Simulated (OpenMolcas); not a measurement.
A calculation on Mo2+.

```json
{"Program": "OpenMolcas", "Method": "CASSCF", "Basis": "ANO-RCC-VTZP [7s6p4d2f1g]", "Scalar Hamiltonian": "DKH2, point nucleus", "Active space": "4 electrons in 5 orbitals (4d)", "State averaging": "2S+1 = 5 even, 5 roots; 2S+1 = 3 even, 45 roots kept (CI in the orbitals of an earlier block); 2S+1 = 1 even, 50 roots kept (CI in the orbitals of an earlier block)", "Spin-orbit coupling": "RASSI with atomic mean-field integrals over the reference wave functions, term energies averaged over their components"}
```

Problem. Which level of the active space comes out lowest?

Solution. 4d4 5D0, with 99 % of that term; it is also the measured ground level.

Problem. How high does 4d4 3H5 lie?

Solution. 16375 cm-1 above the lowest level; measured 13276 cm-1 above the ground level, so the calculation is off by +23 %.

Problem. How high does 4d4 5D2 lie?

Solution. 619 cm-1 above the lowest level; measured 668 cm-1 above the ground level, so the calculation is off by -7 %.

Problem. How high does 4d4 3F2(1) lie?

Solution. 18512 cm-1 above the lowest level; measured 13929 cm-1 above the ground level, so the calculation is off by +33 %.

Problem. The level at 18428 cm-1 has J = 3. What is it made of, and what is its g factor?

Solution. 77 % 4d4 3F3(1), 23 % 4d4 3G; g = 1.007, against 1.084 from Landé's formula for the pure leading term.

Measured values: Sugar and Musgrove, J. Phys. Chem. Ref. Data 17, 155 (1988).

Levels of configurations with an s electron are missing; early in the row they begin among the upper levels of the d shell and mix with terms of their name. Without dynamic correlation excited terms often stand tens of per cent too high (terms of higher spin than the ground term too low), and those without a measured partner can miss by more than the paired ones. Terms from blocks run as CI alone lack orbitals of their own. Computed and measured levels are paired by configuration, term and J; levels that our copy of the source lacks, or whose pairing is in doubt (as where it misses far off the trend of its configuration), stay unpaired and out of the deviations. Levels of configurations outside the active space are missing.

A number in round brackets counts repeated terms of one configuration in the order of the reference energies.
